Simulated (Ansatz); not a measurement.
Basis-set series for `F[SiH](F)[GeH3]`. Charge 0, multiplicity 1. Geometry: relaxed with PBE0-D4/def2-TZVP.

| functional | basis | functions | energy (Eh) | HOMO (eV) | LUMO (eV) |
| --- | --- | --- | --- | --- | --- |
| PBE0-D4 | def2-TZVPP | 208 | -2568.24165 | -8.52 | -0.24 |
| PBE0-D4 | def2-QZVPP | 393 | -2568.30848 | -8.53 | -0.34 |
| ωB97M-V | def2-TZVPP | 208 | -2568.62070 | -10.58 | 1.58 |
| ωB97M-V | def2-QZVPP | 393 | -2568.68510 | -10.60 | 1.28 |

(1) Give the rows for def2-SVP. (An estimate is asked.)

Results:

(1) The calculation gave: 
| functional | basis | functions | energy (Eh) | HOMO (eV) | LUMO (eV) |
| --- | --- | --- | --- | --- | --- |
| PBE0-D4 | def2-SVP | 98 | -2567.61168 | -8.47 | 0.03 |
| ωB97M-V | def2-SVP | 98 | -2567.98605 | -10.50 | 1.96 |

Positive LUMOs are unbound and depend on the basis. Scalar relativity is left out up to krypton.

Program: Ansatz 0.2.0.
